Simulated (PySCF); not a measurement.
Vertical excitations of a molecule C3H7ClSi from TDDFT-PBE/def2-SVPD run with PySCF, as energy in eV (oscillator strength): 5.63 (0.009), 5.85 (0.283), 6.06 (0.000), 6.33 (0.006), 6.45 (0.019), 6.50 (0.008), 6.68 (0.004), 6.95 (0.006), 6.96 (0.009), 7.05 (0.008). Lowest triplet (TDA): 4.01 eV. Geometry: B3LYP-D3(BJ)/def2-SVP. Other conformers were not sampled.

Q: Pick the molecule that these values belong to.
(A) C/C(Cl)=C/[SiH3]
(B) [SiH3]C/C=C\Cl
(C) C=C(C)[SiH2]Cl
(D) C[SiH2]/C=C/Cl

A: B, [SiH3]C/C=C\Cl
